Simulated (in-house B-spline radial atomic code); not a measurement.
Radial electron density of Pt5+, [Xe] 4f14 5d4 5g1. Method: Dirac-Hartree-Fock, average of configuration, Fermi nucleus of rms radius 5.427 fm. Calculated with an all-electron radial atomic-structure program (B-spline basis).

Columns: r (bohr), 4πr²n(r) (electrons per bohr), bar.

```
0.000518    3.625 #
0.000655    5.238 ##
0.000829    7.529 ##
 0.00105    10.75 ###
 0.00133    15.19 #####
 0.00168    21.14 ######
 0.00212    28.95 #########
 0.00268    39.02 ############
 0.00339    51.41 ################
 0.00428    65.67 ####################
 0.00542    81.15 #########################
 0.00685    95.71 #############################
 0.00866      107 #################################
  0.0109    112.3 ##################################
  0.0138    110.8 ##################################
  0.0175    104.3 ################################
  0.0221    99.48 ##############################
   0.028    104.1 ################################
  0.0354    120.6 #####################################
  0.0447    139.3 ###########################################
  0.0566    143.6 ############################################
  0.0715    128.3 #######################################
  0.0905    113.3 ###################################
   0.114    120.7 #####################################
   0.145    134.6 #########################################
   0.183    117.5 ####################################
   0.231    81.97 #########################
   0.292    74.14 #######################
    0.37     86.5 ##########################
   0.467    75.47 #######################
   0.591    45.66 ##############
   0.747    26.42 ########
   0.945    19.08 ######
    1.19    12.82 ####
    1.51    6.051 ##
    1.91    1.959 #
    2.42    0.483 
    3.05   0.2491 
    3.86   0.2962 
    4.88   0.2565 
    6.18   0.1168 
    7.81  0.02363 
    9.87 0.001702 
    12.5 3.176e-05 
    15.8 1.147e-07
```

On this grid the curve has 5 maxima, near 0.0109, 0.0566, 0.145, 0.37, 3.86 bohr.

The 5d3/2 radial function P(r) = rR(r), positive near the nucleus, with its small component Q(r) (sign convention: Q ≈ (P' + κP/r)/2c):

```tsv
r (bohr)	P	Q
0.00542	0.001073	0.00235
0.00866	0.003403	0.005222
0.0138	0.01062	0.01089
0.0221	0.032	0.02079
0.0354	0.08704	0.03394
0.0566	0.1959	0.0424
0.0905	0.3165	0.03126
0.145	0.2412	-0.002138
0.231	-0.1958	-0.02379
0.37	-0.4863	-0.007242
0.591	0.09153	0.0132
0.945	0.8945	0.0107
1.51	0.8417	0.00157
2.42	0.2727	-0.0006929
3.86	0.02221	-0.0001116
```
